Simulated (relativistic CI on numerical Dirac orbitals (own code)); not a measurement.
What each ingredient does to the levels of Ir⁶⁶⁺

Base calculation: Dirac-Coulomb-Breit CI, KLI orbitals optimised for each configuration, QED by a radiative potential, unscaled Slater integrals.

Configuration list (outside the closed core [Ne]): 3s, 3p, 3d, 4s, 4p, 4d, 4f, 5s, 5p, 5d, 5f, 5g, 6s, 6p, 6d. Levels of other configurations are missing.

Variants: (1) non-relativistic limit; (2) one mean potential for all configurations. Shifts of the energy above 3s ²S1/2, in eV, for the lowest level and the first level of each name with at least 55 % of one term (blank where a level changes its place among those of its configuration and J or its character, or is not in the variant):

| Level | Base | Δ(1) | Δ(2) |
| --- | --- | --- | --- |
| 3s ²S1/2 | 0.00 | 0.00 | 0.00 |
| 3p ²P°1/2 | 170.21 | -32.88 | +0.18 |
| 3p ²P°3/2 | 621.77 | -484.44 | +0.18 |
| 3d ²D3/2 | 817.97 | -494.24 | +0.05 |
| 3d ²D5/2 | 919.97 | -596.24 | +0.04 |
| 4s ²S1/2 | 3583.42 | -353.44 | -0.28 |
| 4p ²P°1/2 | 3653.63 | -365.70 | -0.20 |
| 4p ²P°3/2 | 3838.58 | -550.64 | -0.20 |
| 4d ²D3/2 | 3913.01 | -553.48 | -0.27 |
| 4d ²D5/2 | 3957.08 | -597.55 | -0.27 |
| 4f ²F°5/2 | 3995.82 | -593.87 | -0.42 |
| 4f ²F°7/2 | 4015.22 | -613.27 | -0.41 |
| 5s ²S1/2 | 5176.66 | -484.46 | -0.33 |
| 5p ²P°1/2 | 5211.86 | -490.13 | -0.28 |

At this charge energies of transitions that change n are usually good to better than 1 %, and those within a shell (Δn = 0) to a few per cent.

Ionisation energy from the two ground configurations alone: base 7850.66 eV. The NIST ASD value (theoretical) is 7850 eV.
